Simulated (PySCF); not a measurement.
## Broadened absorption spectrum of Si(vinyl)3(SiH3)

Compound: Si(vinyl)3(SiH3), C6H12Si2.
Bonds: Si1–C2, Si1–C7, Si1–C12, Si1–Si17, C2–C3, C7–C8, C12–C13. Hydrogens: H4 on C2; H5, H6 on C3; H9 on C7; H10, H11 on C8; H14 on C12; H15, H16 on C13; H18, H19, H20 on Si17.

Method used: TDDFT B3LYP/def2-SVPD, vertical, gas phase, core orbitals frozen in the response in PySCF 2.14.0, density-fitted response routines. Isolated species at its PBE0-D3(BJ)/def2-SVP geometry (one conformer only).

Broadening: Gaussians 0.5 eV wide at half height, area fixed by f = 4.319×10⁻⁹ ∫ε dν̃. The width is an assumption, not a result. The curve ends short of the highest state used, and states not computed would add to its high-energy end.

(λ (nm), ε (L mol⁻¹ cm⁻¹)): (201.2, 16760), (204.1, 17626), (207.1, 16465), (210.0, 13959), (212.9, 10910), (215.8, 7964), (218.8, 5397), (221.7, 3502), (224.6, 2160), (227.6, 1252), (230.5, 720), (233.4, 411), (236.3, 239), (239.3, 140), (242.2, 85), (245.1, 51), (248.1, 30), (251.0, 17), (253.9, 9), (256.8, 5), (259.8, 2), (262.7, 1), (265.6, 1), (268.6, 0)

(1) Locate the maxima and give the states behind the curve.

(2) Does any computed singlet lie in the visible range?

(3) Coming from long wavelengths, where does ε first pass 100 L mol⁻¹ cm⁻¹?

(4) On this curve, what absorbance would a 10⁻³ mol/L sample give at 254 nm over a 1 cm path?

## Answers

(1) 204 nm (6.08 eV), ε about 18000, made up of S5 (53%) and S7 (21%) (ε in L mol⁻¹ cm⁻¹; maxima over ε = 5, shares over 10%). The states used: S1 5.37 eV (f 0.0023); S2 5.80 eV (f 0.064); S3 5.89 eV (f 0.012); S4 6.03 eV (f 0.018); S5 6.07 eV (f 0.175); S6 6.17 eV (f 0.027); S7 6.20 eV (f 0.082); S8 6.41 eV (f 0.020); S9 6.65 eV (f 0.0066); S10 6.76 eV (f 0.015).

(2) No computed singlet lies in the visible range (380 to 750 nm); the lowest, at 231 nm, stands 2.10 eV above its violet end (3.26 eV).

(3) At about 241 nm (5.14 eV), 0.23 eV below S1.

(4) 254 nm is 4.881 eV, where ε is about 9.3 L mol⁻¹ cm⁻¹, so A = ε c l ≈ 0.0093 (Beer–Lambert, with the gas-phase spectrum and the assumed width).

The vertical ionisation energy (ΔSCF) is 8.99 eV, 2.22 eV above S10.

Time: 3.6 min wall, 8.7 min CPU (with the writing of density and orbital grids); peak memory 1.8 GiB. Hardware: Intel Xeon 6975P-C, 2 threads, shared host with 192 logical CPUs at a one-minute load of 100.
